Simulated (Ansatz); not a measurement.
`CBOCC` + HI → `CBI` + `CCO` at 298.15 K and 1 bar (ligand exchange at a B–O bond).

Gas-phase electronic energies from Ansatz, PBE0-D4/def2-TZVP geometries. CBS: MP2 limit from def2 TZ/QZ plus the TZ coupled-cluster correction, frozen cores. Elements past krypton have def2 core potentials. For I outer-core shells are correlated without core-valence functions, which leaves a few kJ/mol of doubt a bond. One conformer a species, not always the lowest.

```tsv
species	CCSD(T)/CBS energy (Eh)	H − E (kJ/mol)	S (J/(mol·K))
`CBOCC`	-219.59220	337.7	342.1
HI	-298.03592	22.7	206.5
`CBI`	-362.71826	142.9	307.7
`CCO`	-154.88256	224.2	269.4
```

H − E and S are ideal-gas, rigid-rotor, harmonic terms from PBE0-D4/def2-TZVP, for one conformer and one mirror image of each species. 1 Eh = 2625.50 kJ/mol, R = 8.31446 J/(mol·K).

**Question.** By hand: ΔE, ΔH, ΔS and ΔG.

**Answer.** ΔE = (-362.71826) + (-154.88256) − (-219.59220) − (-298.03592) = 0.02730 Eh = 71.7 kJ/mol. Δ(H − E) = 142.9 + 224.2 − 337.7 − 22.7 = 6.7, so ΔH = 78.4 kJ/mol. ΔS = 307.7 + 269.4 − 342.1 − 206.5 = 28.5 J/(mol·K). ΔG = 78.4 − 298.15 × (28.5)/1000 = 69.9 kJ/mol.

**Question.** By hand: the equilibrium constant, and the temperature at which ΔG would vanish if ΔH and ΔS stayed fixed.

**Answer.** log₁₀ K = −ΔG/(RT ln 10) = -12.2. ΔG = 0 at ΔH/ΔS = 2751 K, far beyond where these terms or the molecules hold.

ΔH outweighs TΔS. A doubt of 5 kJ/mol in ΔE shifts log₁₀ K by 0.9 here. Other conformers and mirror images would add mixing entropy, several J/(mol·K) or more a flexible species. Modes under 60 cm⁻¹, often nearly free rotors, make the harmonic entropy too high. These are equilibria of isolated gas molecules and say nothing of rates. Largest T1 diagnostic: 0.012 (customary marks: 0.02 for closed shells, 0.045 for open ones).
